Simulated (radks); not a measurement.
Species: Hg. Configuration: [Hg]. All-electron calculation, scalar-relativistic Kohn-Sham, PBE, spin-polarised, spherical densities, point nucleus. Program: a radial shooting solver on a logarithmic mesh with Libxc functionals. Some entries of the table are withheld. Estimate them.

orbital,occ.,eigenvalue (Ry),<r^2> (bohr^2),<r> (bohr)
1s,2,-6114.220,0.0003805,0.01658
2s,2,(1),0.005793,0.06991
2p,6,(2),0.004898,0.06328
3s,2,-257.1447,0.03732,0.1806
3p,6,-213.9980,0.03848,0.1821
3d,10,-168.6585,0.03187,(3)
4s,2,(4),0.1798,0.3992
4p,6,-42.39704,0.2057,0.4254
4d,10,-25.63222,0.2327,0.4489
5s,2,-8.68625,0.9114,0.9014
4f,14,-7.04759,0.2810,0.4825
5p,6,-4.88883,1.222,1.040
5d,10,-0.72473,2.688,1.499
6s,2,-0.50103,8.384,2.697

Answer. 
(1) 2s eigenvalue (Ry): -1083.616
(2) 2p eigenvalue (Ry): -934.2429
(3) 3d <r> (bohr): 0.1650
(4) 4s eigenvalue (Ry): -56.53925
